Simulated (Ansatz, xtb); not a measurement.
## C2H8BClSi: which of two isomers lies lower

Structure a is `BC[Si@@H](C)Cl`, a singlet and structure b is `B[Si](C)(C)Cl`, a singlet. Both are isolated molecules in the gas phase, relaxed with B3LYP-D3(BJ)/def2-SVP; the shapes shown needn't be the lowest conformers.

a (Å):

```xyz
13

C     1.1325   -0.8975    0.2907
C     2.1643    2.0473    0.2177
B     2.1134   -1.2890   -0.8345
Cl    0.4554    1.0502    2.7570
Si    1.8554    0.5444    1.2863
H     2.0522   -0.7603   -1.9196
H     3.0050   -2.0792   -0.6327
H     0.9725   -1.6901    1.0408
H     0.1630   -0.5156   -0.0713
H     3.0897    0.1183    1.9973
H     1.2463    2.3366   -0.3178
H     2.4943    2.9034    0.8259
H     2.9441    1.8294   -0.5312
```

b (Å):

```yaml
atoms:
  - { symbol: C, position_ang: [1.6521, 0.9097, 1.5072] }
  - { symbol: C, position_ang: [-0.0458, -0.7161, -0.5029] }
  - { symbol: B, position_ang: [-1.1554, -0.3128, 2.4841] }
  - { symbol: Cl, position_ang: [-0.9917, 2.2531, 0.2745] }
  - { symbol: Si, position_ang: [-0.0979, 0.4709, 0.9609] }
  - { symbol: H, position_ang: [-2.1636, 0.1802, 2.9228] }
  - { symbol: H, position_ang: [-0.7676, -1.3376, 2.9957] }
  - { symbol: H, position_ang: [2.1882, 0.0072, 1.8441] }
  - { symbol: H, position_ang: [2.2081, 1.3526, 0.6653] }
  - { symbol: H, position_ang: [1.6466, 1.6391, 2.3318] }
  - { symbol: H, position_ang: [0.4487, -1.6590, -0.2171] }
  - { symbol: H, position_ang: [0.5196, -0.2627, -1.3330] }
  - { symbol: H, position_ang: [-1.0572, -0.9506, -0.8690] }
```

Energies in hartree; the thermal terms are from GFN2-xTB frequencies at re-optimised GFN2-xTB minima (ideal gas, soft modes damped towards free rotors, one conformer each, 298.15 K, 1 atm) and include the zero-point energy:

```
                              a           b
E, CCSD(T)/def2-SVP  −853.947706  −853.929473
    E, MP2/def2-SVP  −853.860293  −853.840065
  E, MP2/def2-TZVPP  −854.403639  −854.383912
  zero-point energy     0.093665     0.094949
       H(298 K) − E     0.103186     0.105286
       G(298 K) − E     0.060467     0.060715
```

Task: Correct the CCSD(T) difference for the basis set by the MP2 change, then work out ΔE, ΔE₀, ΔH and ΔG for a → b in kJ/mol (1 Eh = 2625.50 kJ/mol) and the equilibrium ratio [b]/[a].

Result: 1. Differences b − a: CCSD(T) +0.018233, MP2 in the small set +0.020228, MP2 in the large set +0.019727 Eh.
2. ΔE = +0.018233 + (+0.019727 − (+0.020228)) = +0.017732 Eh = +46.56 kJ/mol.
3. ΔE₀ = ΔE + ΔZPE = +0.017732 + (+0.001284) Eh = +49.93 kJ/mol.
4. ΔH = ΔE + (+0.002100) Eh = +52.07 kJ/mol.
5. ΔG = ΔE + (+0.000248) Eh = +47.21 kJ/mol, so ΔS = (ΔH − ΔG)/T = +16.3 J/(mol K).
6. kT = 0.9442 mEh, so K = [b]/[a] = exp(−ΔG/kT) = exp(−19.04) ≈ 5.4 × 10^−9.

Structure a is favoured at this temperature. An error of 4 kJ/mol in ΔG would change K by a factor of 5. Mirror images and further conformers aren't counted.

As drawn, b has 1 B–Si, 1 C–H in place of 1 C–B, 1 Si–H.

Other levels gave ΔE = +54.6 (GFN2-xTB); +22.9 (HF/STO-3G, GFN2-xTB geometries); +50.7 (r2SCAN-D4/def2-SVP, GFN2-xTB geometries); +47.5 (B3LYP-D3(BJ)/def2-SVP); +45.0 (HF/def2-SVP); +53.1 (MP2/def2-SVP); +47.9 (CCSD(T)/def2-SVP) kJ/mol. The correlated steps freeze 13 core orbitals. Programs: Ansatz 0.2.0, xtb 6.7.1.
